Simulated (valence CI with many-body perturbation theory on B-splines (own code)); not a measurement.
# Hg XL: calculated level list

Level of theory: valence CI with perturbative core correlation (CI+MBPT): five valence electrons over a frozen Dirac-Fock core [Kr], radial functions for each j: 7 s, 7 p, 8 d, 6 f, 4 g, 1 h, with the one-electron correlation potential Σ1 (screened to all orders), the two-electron term Σ2, the three-electron term Σ3, Breit, model QED; selected single and double excitations, second order for the rest (own B-spline code, finite nucleus).

The last digits are not significant, and no measured levels were compared; by estimate large intervals hold to a few tenths of a per cent, small ones and those within an open d or f shell to about a per cent. Only levels of the ground parity were solved; by the run's estimate the other parity begins above the list, which can be wrong where configurations are misplaced.

Levels 1 to 37 of 37, with energies above the lowest level, (4d3/2^4 4d5/2) J=5/2. "Leading %" is the weight of the configuration and term that name the level; weights of strongly mixed levels are sums over their largest components and can fall short. In the jj column 3d3/2^4 stands for four electrons in 3d with j = 3/2.

```tsv
No.	Configuration	Term	J	E (eV)	Leading %	Second component	g	Leading jj
1	4d5	4P	5/2	0.00	26	24 % 4d5 2D	1.303	4d3/2^4 4d5/2 (96 %)
2	4d5	6S	5/2	21.37	36	22 % 4d5 2F	1.342	4d3/2^3 4d5/2^2 (93 %)
3	4d5	4G	7/2	26.50	33	24 % 4d5 2F	1.167	4d3/2^3 4d5/2^2 (99 %)
4	4d5	4D	3/2	27.12	40	28 % 4d5 4P	1.165	4d3/2^3 4d5/2^2 (98 %)
5	4d5	2H	11/2	27.59	43	33 % 4d5 4G	1.107	4d3/2^3 4d5/2^2 (98 %)
6	4d5	2G	9/2	29.46	31	28 % 4d5 4G	1.138	4d3/2^3 4d5/2^2 (97 %)
7	4d5	2D	5/2	30.80	32	27 % 4d5 4D	1.133	4d3/2^3 4d5/2^2 (94 %)
8	4d5	4P	1/2	32.06	42	30 % 4d5 2S	1.787	4d3/2^3 4d5/2^2 (92 %)
9	4d5	2F	7/2	32.73	40	33 % 4d5 2G	1.075	4d3/2^3 4d5/2^2 (98 %)
10	4d5	2D	3/2	39.61	60	21 % 4d5 4F	0.794	4d3/2^3 4d5/2^2 (90 %)
11	4d5	6S	5/2	47.56	33	27 % 4d5 2D	1.306	4d3/2^2 4d5/2^3 (92 %)
12	4d5	4D	7/2	51.18	52	41 % 4d5 4G	1.215	4d3/2^2 4d5/2^3 (99 %)
13	4d5	2I	11/2	51.88	50	49 % 4d5 4G	1.092	4d3/2^2 4d5/2^3 (99 %)
14	4d5	4G	9/2	52.52	61	36 % 4d5 2G	1.146	4d3/2^2 4d5/2^3 (97 %)
15	4d5	4D	1/2	53.91	77	17 % 4d5 2S	0.476	4d3/2^2 4d5/2^3 (98 %)
16	4d5	2I	13/2	54.45	100		1.072	4d3/2^2 4d5/2^3 (100 %)
17	4d5	4P	3/2	54.87	53	34 % 4d5 4F	1.174	4d3/2^2 4d5/2^3 (97 %)
18	4d5	2F	5/2	55.28	42	31 % 4d5 4D	1.020	4d3/2^2 4d5/2^3 (97 %)
19	4d5	2H	9/2	57.94	52	48 % 4d5 4F	1.107	4d3/2^2 4d5/2^3 (99 %)
20	4d5	2G	7/2	58.75	61	35 % 4d5 2F	0.987	4d3/2^2 4d5/2^3 (99 %)
21	4d5	4F	5/2	59.33	64	26 % 4d5 2D	1.052	4d3/2^2 4d5/2^3 (98 %)
22	4d5	2D	3/2	59.65	85	13 % 4d5 4D	0.857	4d3/2^2 4d5/2^3 (90 %)
23	4d5	4P	1/2	62.04	44	39 % 4d5 2P	1.770	4d3/2^2 4d5/2^3 (86 %)
24	4d5	2G	7/2	62.40	47	34 % 4d5 2F	1.037	4d3/2^2 4d5/2^3 (96 %)
25	4d5	2G	9/2	65.91	78	11 % 4d5 2H	1.105	4d3/2^2 4d5/2^3 (97 %)
26	4d5	2P	3/2	71.79	74	23 % 4d5 2D	1.187	4d3/2^2 4d5/2^3 (97 %)
27	4d5	2D	5/2	73.34	76	11 % 4d5 4D	1.197	4d3/2^2 4d5/2^3 (90 %)
28	4d5	4P	5/2	78.02	33	29 % 4d5 2F	1.222	4d3/2 4d5/2^4 (93 %)
29	4d5	2F	7/2	81.79	29	28 % 4d5 4F	1.188	4d3/2 4d5/2^4 (99 %)
30	4d5	2D	3/2	82.96	30	30 % 4d5 4D	0.989	4d3/2 4d5/2^4 (98 %)
31	4d5	2H	11/2	82.98	55	27 % 4d5 2I	1.073	4d3/2 4d5/2^4 (99 %)
32	4d5	2G	9/2	85.61	54	18 % 4d5 4F	1.117	4d3/2 4d5/2^4 (97 %)
33	4d5	2D	5/2	87.42	61	23 % 4d5 2F	1.111	4d3/2 4d5/2^4 (93 %)
34	4d5	2G	7/2	88.76	53	35 % 4d5 2F	1.012	4d3/2 4d5/2^4 (97 %)
35	4d5	2P	1/2	91.68	50	36 % 4d5 2S	1.284	4d3/2 4d5/2^4 (91 %)
36	4d5	2D	3/2	98.54	74	16 % 4d5 2P	0.865	4d3/2 4d5/2^4 (95 %)
37	4d5	2D	5/2	112.01	39	23 % 4d5 2F	1.155	4d5/2^5 (96 %)
```

The ionisation energy to 4d4 3P_0 of the next ion comes out as 1840.2 eV (NIST: 1839 ± 4 eV (theoretical)). All 37 levels together are meant to be complete up to 116.49 eV.
